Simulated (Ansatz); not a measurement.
Method: Ansatz (an electronic-structure program) with frozen-core CCSD(T)/def2-TZVPP // PBE0-D4/def2-TZVP.

Ansatz 0.2 input:
```yaml
crystal:
  periodic: [false, false, false]
  atoms:
    - { symbol: Si, position_ang: [-0.128409, 0.004989, 0.005712] }
    - { symbol: Cl, position_ang: [1.92175, -0.074669, -0.085484] }
    - { symbol: H, position_ang: [-0.679453, -0.714324, -1.165312] }
    - { symbol: H, position_ang: [-0.545274, 1.425561, -0.01783] }
    - { symbol: H, position_ang: [-0.568614, -0.641558, 1.262912] }
basis:
  gaussian: { orbitals: def2-TZVPP }
correlation:
  method: ccsd_t
```

Output:

```
Functional definition: HF
716 factors; integrals over basis functions are off by at most 7.9e-4 eV
mean field evaluation 1: about -20414.3707 eV, gradient 1.3e1 eV
mean field evaluation 2: about -20414.4940 eV, gradient 1.4e1 eV
mean field evaluation 4: about -20415.2818 eV, gradient 1.8e0 eV
mean field evaluation 8: about -20415.2945 eV, gradient 6.4e-2 eV
mean field evaluation 16: about -20415.0392 eV, gradient 4.9e0 eV
mean field -20415.29448105 eV, -750.2482341949 hartree, gradient 2.2e-6 eV, S^2 0.000000; 0 other end points of the search recorded, 0 dependent functions left out
10 core orbitals not correlated
reference -20415.29448105 eV, -750.2482341949 hartree; 7, 7 occupied and 109, 109 virtual orbitals, 716 factors
second order -8.72229592 eV of doubles, -0.00000000 eV of singles
cycle   1  -9.46498788 eV  change   -7.4e-1 eV  update   6.2e-2
cycle   2  -9.74004364 eV  change   -2.8e-1 eV  update   1.9e-2
cycle   3  -9.76113774 eV  change   -2.1e-2 eV  update   5.9e-3
cycle   4  -9.75761592 eV  change    3.5e-3 eV  update   1.7e-3
cycle   5  -9.75732195 eV  change    2.9e-4 eV  update   4.8e-4
cycle   6  -9.75729553 eV  change    2.6e-5 eV  update   1.4e-4
cycle   7  -9.75729263 eV  change    2.9e-6 eV  update   3.5e-5
cycle   8  -9.75730414 eV  change   -1.2e-5 eV  update   1.1e-5
perturbative correction -0.34572774 eV, -0.0127052601 hartree
Total energy: -20425.39751293 eV, -750.6195137684 hartree
```

Cost: around 5 core-seconds (rough).
